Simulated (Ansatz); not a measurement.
`F[SiH](F)[SiH3]` → `F[SiH2]F` + `[SiH2]` at 700 K and 1 bar (silylene loss).

Computed with Ansatz on PBE0-D4/def2-TZVP structures; ΔE is electronic, products minus reactants. CCSD(T)/CBS adds triple-zeta CCSD(T) − MP2 to the extrapolated MP2 energy (def2 sets, frozen cores). This one scheme is used for every species.

| species | CCSD(T)/CBS energy (Eh) | H − E (kJ/mol) | S (J/(mol·K)) |
| --- | --- | --- | --- |
| `F[SiH](F)[SiH3]` | -780.26920 | 171.8 | 433.7 |
| `F[SiH2]F` | -489.99391 | 100.9 | 321.6 |
| `[SiH2]` | -290.19011 | 56.3 | 240.4 |

H − E and S are ideal-gas, rigid-rotor, harmonic terms from PBE0-D4/def2-TZVP. 1 Eh = 2625.50 kJ/mol, R = 8.31446 J/(mol·K).

**Question.** By hand: ΔE, ΔH, ΔS and ΔG.

**Answer.** ΔE = (-489.99391) + (-290.19011) − (-780.26920) = 0.08518 Eh = 223.6 kJ/mol. Δ(H − E) = 100.9 + 56.3 − 171.8 = -14.6, so ΔH = 209.0 kJ/mol. ΔS = 321.6 + 240.4 − 433.7 = 128.3 J/(mol·K). ΔG = 209.0 − 700 × (128.3)/1000 = 119.2 kJ/mol.

**Question.** By hand: the equilibrium constant, and the temperature at which ΔG would vanish if ΔH and ΔS stayed fixed.

**Answer.** log₁₀ K = −ΔG/(RT ln 10) = -8.9. ΔG = 0 at ΔH/ΔS = 1629 K.

The number of gas molecules changes by +1, which sets the sign of ΔS. A doubt of 5 kJ/mol in ΔE shifts log₁₀ K by 0.4 here. These are equilibria of isolated gas molecules and say nothing of rates. Largest T1 diagnostic: 0.014 (customary marks: 0.02 for closed shells, 0.045 for open ones).
